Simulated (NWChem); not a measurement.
AlH3; SMILES [AlH3]

Results from NWChem. Geometry: optimised at PBE0-D3(BJ)/def2-TZVP.

Estimate the computed values for B3LYP/aug-cc-pVDZ. Quantities: highest occupied level (eV); orbital gap (eV).


```yaml
highest occupied level (eV): -8.38
orbital gap (eV): 6.34
```
